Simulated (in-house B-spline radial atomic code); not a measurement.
Values are calculated unless marked as measured or tabulated.
Making a Troullier-Martins s channel for Fe, r_c = 2.41 bohr

Fe, [Ar] 3d6 4s2, non-relativistic LDA (VWN5), spherical and spin-unpolarised, from a B-spline radial code for spherical atoms (atomic units). The all-electron 4s level is ε = -0.197978 hartree, its outermost node lies just inside 1.03 bohr and its outer maximum at 2.41 bohr.

Inside r_c the pseudo-orbital is u(r) = r^1 exp(p(r)), with p = c0 + c2 r² + c4 r⁴ + … + c12 r¹². The seven coefficients follow from p and its first four derivatives at r_c, from zero curvature of the screened potential at the origin, c4 = −c2²/(2l + 5), and from the norm inside r_c. At r_c the all-electron orbital has P = 0.6276856, P' = 0.003645577, the screened potential V = -0.4870665, V' = 0.4264403, V'' = -0.590536, and the norm inside is Q = 0.3437106.

What are p, p' and p'' at r_c?

p = ln(P/r_c^1) = ln(0.6276856/2.41) = -1.34534. p' = P'/P − 1/r_c = 0.00581 − 0.41494 = -0.40913. The radial equation gives p'' = 2(V − ε) − 2(1) p'/r_c − p'² = -0.57818 − (-0.33953) − 0.16739 = -0.40604. Differentiating, p''' = 2V' + 2(1)p'/r_c² − 2(1)p''/r_c − 2p'p'' = 0.71671, and p'''' = 2V'' − 4(1)p'/r_c³ + 4(1)p''/r_c² − 2(1)p'''/r_c − 2p''² − 2p'p''' = -1.6819.

For a trial c2 the five matching conditions are linear in c0, c6, c8, c10 and c12, and c2 is varied until the norm inside r_c equals Q. The root nearest zero gives:

| n | c_n |
| --- | --- |
| 0 | -2.060026 |
| 2 | 0.5246325 |
| 4 | -0.05504784 |
| 6 | -0.02450094 |
| 8 | 0.007105462 |
| 10 | -0.0007257558 |
| 12 | 2.698791e-05 |

Check c4 and p(r_c), and find the screened pseudopotential at the origin.

−c2²/5 = -0.0550478, as listed. The terms c_n r_c^n are -2.06003, 3.04712, -1.85699, -4.80048, 8.08591, -4.79690, 1.03603, which sum to -1.34534. Inverting the radial equation, V_l(r) = ε + 1 p'/r + (p'' + p'²)/2, so V_l(0) = ε + (2l + 3) c2 = -0.197978 + 3 × (0.524632) = 1.3759 hartree, finite where the all-electron potential diverges.

Orbitals and screened potentials:

| r (bohr) | P | u | V all-electron | V pseudo |
| --- | --- | --- | --- | --- |
| 0.241 | 0.1274 | 0.03166 | -54.41 | 1.373 |
| 0.602 | -0.2745 | 0.09203 | -11.08 | 1.285 |
| 0.964 | -0.05054 | 0.188 | -3.95 | 0.8641 |
| 1.326 | 0.2739 | 0.3321 | -1.876 | 0.04186 |
| 1.687 | 0.4909 | 0.4918 | -1.071 | -0.6645 |
| 2.048 | 0.598 | 0.5975 | -0.6915 | -0.7134 |
| 2.41 | 0.6277 | 0.6277 | -0.4871 | -0.4871 |

Logarithmic derivatives P'/P at R = 2.71 bohr, for energies E around ε:

```json
{"E − ε (hartree)": "-0.5", "all-electron": "0.706001", "pseudo": "0.702084"}
{"E − ε (hartree)": "-0.25", "all-electron": "0.357417", "pseudo": "0.355677"}
{"E − ε (hartree)": "-0.1", "all-electron": "0.086232", "pseudo": "0.0858138"}
{"E − ε (hartree)": "0", "all-electron": "-0.135873", "pseudo": "-0.135873"}
{"E − ε (hartree)": "0.1", "all-electron": "-0.407088", "pseudo": "-0.407888"}
{"E − ε (hartree)": "0.25", "all-electron": "-0.963457", "pseudo": "-0.972623"}
{"E − ε (hartree)": "0.5", "all-electron": "-2.94834", "pseudo": "-3.10804"}
```

With P(R) = 0.614675 and a norm of 0.4602863 inside R, what slope in energy does norm conservation fix?

d(P'/P)/dE = −2 × (norm inside R)/P(R)² = -2.4365 per hartree·bohr at E = ε, for both atoms, since orbital and norm agree at R. Differences over ±0.1 hartree give -2.4666 (all-electron) and -2.4685 (pseudo), which also hold third-order terms. Half a hartree below ε the two curves differ by -0.0039.
